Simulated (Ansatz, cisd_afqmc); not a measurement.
Species: C₄H₆, charge 0, singlet. C4H6 (SMILES C#CCC).
B3LYP-D3(BJ)/def2-TZVP minimum from Ansatz (a first-principles code):
```
C
H 1 1.0939
H 1 1.0939 2 106.25
C 1 1.4575 2 108.96 3 117.25
C 4 1.2002 2 150.95 1 -177.78
H 5 1.0619 2 161.30 1 -179.05
C 1 1.5343 2 109.77 3 -118.64
H 7 1.0902 1 110.74 2 -61.87
H 7 1.0902 8 108.02 1 121.43
H 7 1.0909 8 108.47 9 117.38
```
Charge 0, spin multiplicity 1.

Atomisation energy term by term, kcal/mol (programs: Ansatz, cisd_afqmc). Radicals and triplets start from unrestricted determinants; spin-orbit coupling is neglected. Cores are frozen in correlated methods. Rows without X2C or -DK are non-relativistic. The Monte Carlo rows (phaseless AFQMC, CISD trial, step 0.005/hartree) carry one-sigma bars that omit the constraint's bias. Outlying blocks are dropped, and bars are widened where a walk drifts. Over all cases where full CI ran beside it in this data, AFQMC minus full CI had a median of +0.1 mEh and passed +0.4 mEh in a tenth of the cases. CBS(X,Y): correlation extrapolated as X^-3, Hartree-Fock from the larger set. A bracket is a step between two methods taken in the basis named. '+ core + X2C': CCSD(T) terms for core correlation (cc-pwCVTZ) and scalar relativity (cc-pVTZ-DK). For partners of very few electrons the exact lower level stands in for a higher one.

| term | basis | kcal/mol |
|---|---|---|
| Hartree-Fock | cc-pVQZ | 748.77 |
| CCSD correlation | CBS(cc-pVTZ,cc-pVQZ) | 231.41 |
| (T) | CBS(cc-pVTZ,cc-pVQZ) | 15.89 |
| CCSDT(Q) - CCSD(T) | cc-pVDZ | 0.61 |
| core correlation | cc-pwCVTZ | 4.67 |
| scalar relativity | X2C, cc-pVTZ-DK | -0.67 |
| sum: De |  | 1000.7 |

The step beyond CCSD(T) by other levels: AFQMC/CISD in cc-pVTZ -0.24 ± 0.34 kcal/mol.
